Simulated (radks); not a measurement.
Values are calculated unless marked as measured or tabulated.
Task: Radial electron density D(r) = 4 pi r^2 rho(r) of an atom or ion with 44 electrons. Level of theory: non-relativistic Kohn-Sham, LB94 model potential, spin-polarised, spherical densities, point nucleus (a radial shooting solver on a logarithmic mesh with Libxc functionals).

r (bohr)  D(r) (e/bohr)   spin D(r)
0.003205          8.245  -0.0000461
0.00414           12.53  -0.0000700
0.005348          18.54   -0.000103
0.006963          26.76   -0.000149
0.008995          36.51   -0.000201
0.01162           47.03   -0.000254
0.01501           56.41   -0.000286
0.01954           62.17   -0.000238
0.02525           62.15   0.0000763
0.03261           57.91     0.00131
0.04212           55.00     0.00567
0.05441           59.90      0.0196
0.07085           72.73      0.0605
0.09153           81.21       0.155
0.1182            74.69       0.331
0.1527            60.72       0.561
0.1989            58.92       0.697
0.2569            66.53       0.521
0.3318            58.13       0.112
0.4286            33.55      0.0604
0.5537            20.13       0.878
0.721             22.00        2.05
0.9314            19.91        2.34
1.203             10.86        1.57
1.554             3.501       0.621
2.024            0.5947       0.124
2.614           0.05131      0.0115
3.377          0.001703    0.000385

What is the nuclear charge?

Result: Z = 50. The innermost maximum, from 1s, lies near 1/Z = 0.02 bohr (found: 0.0222), and its height grows with Z. The density is that of the tin ion Sn6+ in [Kr] 4d8; the configuration itself is not fixed sharply by these data, and Z only to a few units. D(r) has 4 maxima, at r = 0.0222, 0.0938, 0.267, 0.781 bohr, and minima at 0.0418, 0.178, 0.581 bohr, inside which lie 2.01, 11.33, 29.08 electrons.
